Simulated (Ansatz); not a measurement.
Stretching the Bi1–H2 bond in BiFH2 (SMILES [F][BiH2]) (multiplicity 1 held, fragments rigid). Energies count from the point at 1.806 Å.
Geometry at that point (charge 0, multiplicity 1):
```xyz
4

Bi    -0.098    -0.115     0.123
H     -1.578     0.183    -0.868
H      0.324    -1.511    -0.943
F      1.041     1.209    -0.932
```

R- and RO- levels are restricted; in cc, def2 and unpolarised 6-31G sets they are followed outwards from rest. Unrestricted levels (U-) break spin symmetry where that is lower. Active spaces are followed from a long bond inwards. Levels need not reach the same state.

Correlated levels freeze the cores. Filled d and f shells under p-block atoms count as core.

Run with Ansatz (Gaussian orbitals).  In def2 rows elements past Kr take small-core potentials, without spin–orbit coupling.

Energies in kJ/mol.

| R (Å) | R-HF/def2-SVP | U-SCS-MP2/def2-SVP | CASSCF(2,2)/def2-SVP | SC-NEVPT2 on CASSCF(2,2)/def2-SVP | FIC-MRCISD+Q on CASSCF(2,2)/def2-SVP |
|---|---|---|---|---|---|
| 1.445 | 121 | 128 | 136 | 135 | ___ |
| 1.625 | 20 | 24 | 28 | 27 | 25 |
| 1.806 | 0 | 0 | 0 | 0 | 0 |
| 1.987 | 21 | 17 | 11 | 12 | 14 |
| 2.167 | 61 | 53 | 39 | 42 | 45 |
| 2.438 | 135 | 148 | 91 | 95 | ___ |
| 2.709 | 210 | 195 | 137 | 143 | 150 |
| 3.161 | 322 | 224 | 189 | 196 | ___ |
| 3.612 | 411 | 232 | 212 | 220 | 229 |
| 4.154 | 492 | 234 | 221 | 230 | 239 |
| 4.876 | 564 | 235 | 223 | 233 | 242 |
| 5.779 | 614 | 235 | 224 | 233 | 243 |

Task: What belongs in the gaps?

Result: 
- 2.438, FIC-MRCISD+Q on CASSCF(2,2)/def2-SVP: 100
- 3.161, FIC-MRCISD+Q on CASSCF(2,2)/def2-SVP: 205
- 1.445, FIC-MRCISD+Q on CASSCF(2,2)/def2-SVP: 131

Doubts at one or more of the structures used: a restricted determinant that unrestricted orbitals would lower (R-HF/def2-SVP); a spin-contaminated determinant (U-SCS-MP2/def2-SVP).

Ansatz is an electronic-structure program.
